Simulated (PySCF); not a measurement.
## How methods differ on the interval between two levels of Mn

Mn [Ar] 3d5 4s2 [6S5/2, M_J = 5/2] → Mn [Ar] 3d6 4s1 [6D9/2, M_J = 9/2], as a difference of total energies. All numbers are calculated (PySCF 2.14, the two-component X2C-1e Hamiltonian, in x2c-SVPall-2c with one added diffuse shell each of s, d type (6s5p4d1f, 48 functions)). Correlated levels: [Ne] frozen; the 6 highest virtual spinors dropped. "Screened" scales the spin-orbit matrix elements by Boettger's factors to mimic the two-electron term; Breit and QED terms are absent.

```json
{"method": "GHF (spin-free)", "interval between two levels (cm⁻¹)": "27461", "error (cm⁻¹)": "+10408"}
{"method": "GMP2 (spin-free)", "interval between two levels (cm⁻¹)": "18241", "error (cm⁻¹)": "+1189"}
{"method": "GHF (screened spin-orbit)", "interval between two levels (cm⁻¹)": "27231", "error (cm⁻¹)": "+10179"}
{"method": "GMP2 (screened spin-orbit)", "interval between two levels (cm⁻¹)": "17999", "error (cm⁻¹)": "+947"}
```

Reference: 17052 cm⁻¹ (measured; NIST Handbook of Basic Atomic Spectroscopic Data (Sansonetti and Martin, J. Phys. Chem. Ref. Data 34, 1559 (2005))).

Errors of the correlated levels include the incompleteness of this basis and the frozen core.

The labels give the starting determinants; with spin-orbit coupling the two ends relaxed to ⟨J²⟩ = 8.77, ⟨L²⟩ = 0.00, ⟨S²⟩ = 8.77 and ⟨J²⟩ = 24.78, ⟨L²⟩ = 6.01, ⟨S²⟩ = 8.76.
